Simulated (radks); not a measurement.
Problem. The mean radii <r> (bohr) of the occupied orbitals of an atom or ion are listed with their occupations. Calculated with a radial shooting solver on a logarithmic mesh with Libxc functionals: non-relativistic Kohn-Sham, r2SCAN, spin-polarised, spherical densities, point nucleus; meta-GGA in the generalised Kohn-Sham scheme.

| orbital | occ. | <r> |
|---|---|---|
| 1s up | 1 | 0.02619 |
| 1s down | 1 | 0.02619 |
| 2s down | 1 | 0.1121 |
| 2s up | 1 | 0.1121 |
| 2p down | 3 | 0.09530 |
| 2p up | 3 | 0.09530 |
| 3s up | 1 | 0.2929 |
| 3s down | 1 | 0.2928 |
| 3p up | 3 | 0.2830 |
| 3p down | 3 | 0.2829 |
| 3d up | 5 | 0.2542 |
| 3d down | 5 | 0.2541 |
| 4s up | 1 | 0.6696 |
| 4s down | 1 | 0.6693 |
| 4p up | 3 | 0.6908 |
| 4p down | 3 | 0.6906 |
| 4d up | 5 | 0.7476 |
| 4d down | 5 | 0.7476 |
| 5s up | 1 | 1.621 |
| 5s down | 1 | 1.636 |
| 5p up | 3 | 1.812 |
| 5p down | 3 | 1.832 |
| 4f up | 2 | 1.111 |

Name the element and its charge. Open shells, if any, are filled with parallel spins first.

Solution. Z = 58, cerium, charge +2: Ce2+ in [Xe] 4f2. The 1s radius gives Z: for a bare nucleus <r> = 1.5/Z, 0.02586 bohr for Z = 58, and screening makes it slightly larger (0.02619 here). The occupations add up to 56, and the charge is Z minus that.
